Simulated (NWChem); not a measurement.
Everything below was run with NWChem. System: C3H6NO, charge 0, spin multiplicity 2, at a geometry optimised with UB3LYP/def2-SVP. The structure started from a generated list of species. Its SCF solution wasn't tested for a lower state. Level: UMP2/def2-TZVP, 5 core orbitals frozen.

Part of the output:

```
             Northwest Computational Chemistry Package (NWChem) 7.3.0
             --------------------------------------------------------

                                NWChem Input Module
                                -------------------

 Scaling coordinates for geometry "geometry" by  1.889725989
 (inverse scale =  0.529177249)

 Turning off AUTOSYM since
 SYMMETRY directive was detected!

                             Geometry "geometry" -> ""
                             -------------------------

 Output coordinates in angstroms (scale by  1.889725989 to convert to a.u.)

  No.       Tag          Charge          X              Y              Z
 ---- ---------------- ---------- -------------- -------------- --------------
    1 C                    6.0000     0.62327000     1.34680100     0.00000000
    2 N                    7.0000    -0.24226800     0.27840000     0.00000000
    3 C                    6.0000    -1.67672100     0.51860300     0.00000000
    4 C                    6.0000     0.24594000    -1.02001300     0.00000000
    5 O                    8.0000     1.42347600    -1.30773800     0.00000000
    6 H                    1.0000     0.20989500     2.35262500     0.00000000
    7 H                    1.0000     1.68811900     1.12850300     0.00000000
    8 H                    1.0000    -1.97971100     1.08769700     0.89437800
    9 H                    1.0000    -2.21006100    -0.44198300     0.00000000
   10 H                    1.0000    -1.97971100     1.08769700    -0.89437800
   11 H                    1.0000    -0.57539100    -1.77377600     0.00000000

 Effective nuclear repulsion energy (a.u.)     172.8473332209

            Nuclear Dipole moment (a.u.)
            ----------------------------
        X                 Y               Z
 ---------------- ---------------- ----------------
     0.0000113384     0.0000094486     0.0000000000

      Symmetry information
      --------------------

 Group name             Cs
 Group number              2
 Group order               2
 No. of unique centers    10

      Symmetry unique atoms

     1    2    3    4    5    6    7    8    9   11


 Summary of "ao basis" -> "" (spherical)
 ------------------------------------------------------------------------------
       Tag                 Description            Shells   Functions and Types
 ---------------- ------------------------------  ------  ---------------------
 *                         def2-tzvp                  on all atoms

 Summary of "ao basis" -> "ao basis" (spherical)
 ------------------------------------------------------------------------------
       Tag                 Description            Shells   Functions and Types
 ---------------- ------------------------------  ------  ---------------------
 C                         def2-tzvp                11       31   5s3p2d1f
 N                         def2-tzvp                11       31   5s3p2d1f
 O                         def2-tzvp                11       31   5s3p2d1f
 H                         def2-tzvp                 4        6   3s1p

                                 NWChem SCF Module
                                 -----------------

  ao basis        = "ao basis"
  functions       =   191
  atoms           =    11
  alpha electrons =    20
  beta  electrons =    19
  charge          =   0.00
  wavefunction    = UHF
  use symmetry    = T
  symmetry adapt  = T

 Summary of "ao basis" -> "ao basis" (spherical)
 ------------------------------------------------------------------------------
       Tag                 Description            Shells   Functions and Types
 ---------------- ------------------------------  ------  ---------------------
 C                         def2-tzvp                11       31   5s3p2d1f
 N                         def2-tzvp                11       31   5s3p2d1f
 O                         def2-tzvp                11       31   5s3p2d1f
 H                         def2-tzvp                 4        6   3s1p

      Symmetry analysis of basis
      --------------------------

        a'        131
        a"         60

 Forming initial guess at       0.1s

   Symmetry analysis of molecular orbitals - initial alpha
[...]
 -----------   ------   -------------------------------------------------------
    1 C    6     1.15   0.00 -0.00  0.03  0.06  0.05  0.35  0.44  0.22 -0.00  0.00 -0.00
    2 N    7    -0.08  -0.00  0.00 -0.00 -0.01 -0.01 -0.01 -0.02 -0.05  0.00  0.01  0.00
    3 C    6    -0.01  -0.00  0.00 -0.00 -0.00 -0.00 -0.00 -0.00 -0.00  0.00  0.00  0.00
    4 C    6     0.00  -0.00  0.00 -0.00 -0.00 -0.00 -0.00  0.00 -0.00  0.00  0.01  0.00
    5 O    8     0.11   0.00 -0.00  0.00  0.01 -0.00  0.05  0.04  0.01 -0.00 -0.00 -0.00
    6 H    1    -0.09  -0.02 -0.06 -0.03  0.01
    7 H    1    -0.09  -0.02 -0.05 -0.02  0.01
    8 H    1     0.01   0.00  0.00  0.01 -0.00
    9 H    1    -0.00  -0.00 -0.00 -0.00 -0.00
   10 H    1     0.01   0.00  0.00  0.01 -0.00
   11 H    1    -0.01  -0.00 -0.00 -0.00  0.00

       Multipole analysis of the density wrt the origin
       ------------------------------------------------

     L   x y z        total         alpha         beta         nuclear
     -   - - -        -----         -----         ----         -------
     0   0 0 0      0.000000    -20.000000    -19.000000     39.000000

     1   1 0 0     -1.550921     -1.399656     -0.151277      0.000011
     1   0 1 0      0.683547     -0.680310      1.363847      0.000009
     1   0 0 1      0.000000      0.000000      0.000000      0.000000

     2   2 0 0    -24.001550   -106.394563   -103.769987    186.163000
     2   1 1 0      3.262146     30.767600     33.062440    -60.567894
     2   1 0 1      0.000000      0.000000      0.000000      0.000000
     2   0 2 0    -22.802385    -96.154392    -89.058675    162.410683
     2   0 1 1     -0.000000      0.000000     -0.000000      0.000000
     2   0 0 2    -23.630965    -15.865128    -13.478911      5.713074

                   NWChem MP2 Semi-direct Energy/Gradient Module
                   ---------------------------------------------

  Basis functions       =    191
  Molecular orbitals    =    191
  Frozen core           =      5
  Frozen virtuals       =      0
  Active alpha occupied =     15
  Active beta occupied  =     14
  Active alpha virtual  =    171
  Active beta virtual   =    172
  Use MO symmetry       = T
  Use skeleton AO sym   = T

  AO/Fock/Back tols     =   1.0D-09  1.0D-09  1.0D-09

 GA uses MA = F    GA memory limited = T

 Available:
  local mem=  1.26D+08
 global mem=  1.44D+08
 local disk=  0.00D+00
  mp2_memr nvloc                   171
  nvloc new                   171
   1 passes of  15:        5242880                     202619                 155182776.
   1 passes of  15: M    126150202           G      144106238           F     120907322.
  mp2_memr nvloc                   171
  nvloc new                   171
   2 passes of   8:        5242880                     142793                  82793244.
   2 passes of   8: M    126150202           G      144106238           F     120907322.

 Semi-direct pass number   1 of   2  for UHF alpha       at       76.4s
  vrange nnbf                 17787
  mp2_eaftype                   315  avail_ma_in_mb                  1099
 EAF : mp2_eaftype filesize         315   41396622.
  mp2_eaf for mointskh                    315
Node 0 wrote    194.7 Mb in      0.1 s     Agg I/O rate:  1557.4 Mb/s
 Done moints_semi at       89.3s
  mp2_eaftype                   315  avail_ma_in_mb                   784
 EAF : mp2_eaftype filesize         315   41396622.
  mp2_eaf for kh                   315
 Done maket at       89.8s
 Semi-direct pass number   2 of   2  for UHF alpha       at       89.8s
  vrange nnbf                 17787
  mp2_eaftype                   315  avail_ma_in_mb                   784
 EAF : mp2_eaftype filesize         315   41396622.
  mp2_eaf for mointskh                    315
Node 0 wrote    170.3 Mb in      0.1 s     Agg I/O rate:  1626.4 Mb/s
 Done moints_semi at      102.4s
  mp2_eaftype                   315  avail_ma_in_mb                   784
 EAF : mp2_eaftype filesize         315   41396622.
  mp2_eaf for kh                   315
 Done maket at      102.9s
 Done multipass loop at      102.9s

 GA uses MA = F    GA memory limited = T

 Available:
  local mem=  1.26D+08
 global mem=  1.44D+08
 local disk=  0.00D+00
  mp2_memr nvloc                   172
  nvloc new                   172
   1 passes of  14:        5242880                     194773                 145688076.
   1 passes of  14: M    126150202           G      144106238           F     120907322.
  mp2_memr nvloc                   172
  nvloc new                   172
   2 passes of   7:        5242880                     134597                  72875212.
   2 passes of   7: M    126150202           G      144106238           F     120907322.

 Semi-direct pass number   1 of   2  for UHF beta        at      102.9s
  vrange nnbf                 17787
  mp2_eaftype                   277  avail_ma_in_mb                  1099
 EAF : mp2_eaftype filesize         277   36437606.
  mp2_eaf for mointskh                    277
Node 0 wrote    171.3 Mb in      0.1 s     Agg I/O rate:  1942.6 Mb/s
 Done moints_semi at      115.6s
  mp2_eaftype                   277  avail_ma_in_mb                   822
 EAF : mp2_eaftype filesize         277   36437606.
  mp2_eaf for kh                   277
 Done maket at      116.1s
 Semi-direct pass number   2 of   2  for UHF beta        at      116.1s
  vrange nnbf                 17787
  mp2_eaftype                   277  avail_ma_in_mb                   822
 EAF : mp2_eaftype filesize         277   36437606.
  mp2_eaf for mointskh                    277
Node 0 wrote    171.3 Mb in      0.1 s     Agg I/O rate:  1568.3 Mb/s
 Done moints_semi at      128.7s
  mp2_eaftype                   277  avail_ma_in_mb                   822
 EAF : mp2_eaftype filesize         277   36437606.
  mp2_eaf for kh                   277
 Done maket at      129.1s
 Done multipass loop at      129.1s

          -------------------------------------------
          SCF energy                -246.461495364734
          Correlation energy          -0.900580859862
          Singlet pairs                0.000000000000
          Triplet pairs                0.000000000000
          Total MP2 energy          -247.362076224596
          -------------------------------------------

          ---------------------------------------------------
                    Spin Component Scaled (SCS) MP2
          Same spin pairs                     -0.223204080583
          Same spin scaling factor             0.333333333333
          Opposite spin pairs                 -0.677376779280
          Opposite spin scaling fact.          1.200000000000
          SCS-MP2 correlation energy          -0.887253495330
          Total SCS-MP2 energy              -247.348748860064
          ---------------------------------------------------

 -----------------------
 Performance information
 -----------------------

 Timer overhead =  9.65D-08 seconds/call

               Nr. of calls         CPU time (s)                 Wall time (s)                GFlops
             ---------------    -------------------     ------------------------------   -------------------
Name         Min   Avg   Max    Min     Avg     Max     Min     Avg     Max   Mx/calls   Min     Max     Sum
mp2: moin     4     4     4    51.     51.     51.      51.     51.     51.     13.      0.0     0.0     0.0
mp2: make     4     4     4    1.7     1.7     1.7      1.7     1.7     1.7    0.43      0.0     0.0     0.0
mp2: tota     1     1     1    53.     53.     53.      53.     53.     53.     53.      0.0     0.0     0.0

 The average no. of pstat calls per process was 9.00D+00
 with a timing overhead of 8.69D-07s

 Task  times  cpu:      129.1s     wall:      129.1s

 Total times  cpu:      129.1s     wall:      129.1s
```

Task: Write an NWChem input that would produce this output.

Result: This is not unique; one that fits is 
```
start mol
memory heap 200 mb stack 900 mb global 1100 mb
geometry units angstroms nocenter noautoz
  C      0.623270     1.346801     0.000000
  N     -0.242268     0.278400     0.000000
  C     -1.676721     0.518603     0.000000
  C      0.245940    -1.020013     0.000000
  O      1.423476    -1.307738     0.000000
  H      0.209895     2.352625     0.000000
  H      1.688119     1.128503     0.000000
  H     -1.979711     1.087697     0.894378
  H     -2.210061    -0.441983     0.000000
  H     -1.979711     1.087697    -0.894378
  H     -0.575391    -1.773776     0.000000
  symmetry group Cs
end
basis spherical
  * library def2-tzvp
end
scf
  uhf
  nopen 1
  maxiter 100
  thresh 1e-7
  semidirect memsize 60000000 filesize 0
  # guess.movecs holds the orbitals of an unrestricted PBE0 run
  vectors input guess.movecs output mol.movecs
end
mp2
  freeze core 5
end
task mp2 energy
```
